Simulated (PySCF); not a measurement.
Mo(O)(NH)(NH2)(Me) (CH6MoN2O), SMILES [CH3][Mo](=[NH])([NH2])=[O], multiplicity 1. The structure is a stationary point at PBE0-D3(BJ)/def2-SVP. The multiplicity is an assumed one; no other spin state was optimised. The structure was generated by enumeration; whether it is a known compound was not checked. The def2 effective core potentials stand for the cores of Mo; spin–orbit coupling is left out. Other conformers were not sampled.

**Question.** Give the equilibrium geometry at PBE0-D3(BJ)/def2-SVP (PySCF confirms it by a frequency run) as Cartesian coordinates in Å. (An estimate is asked for; the answer gives what the named calculation found.)

**Answer.** One answer among several that fit: 
```xyz
11

Mo     0.0784     0.0105    -0.0650
O      1.7306     0.1259     0.2221
N     -0.3434    -1.0087    -1.4030
H      0.0395    -1.6150    -2.1283
N     -0.8112     1.7098    -0.2507
H     -0.4285     2.5738     0.1280
H     -1.5416     1.9111    -0.9286
C     -0.7440    -0.9677     1.6178
H     -0.2792    -1.9576     1.7453
H     -1.8287    -1.0995     1.4862
H     -0.5509    -0.3650     2.5201
```
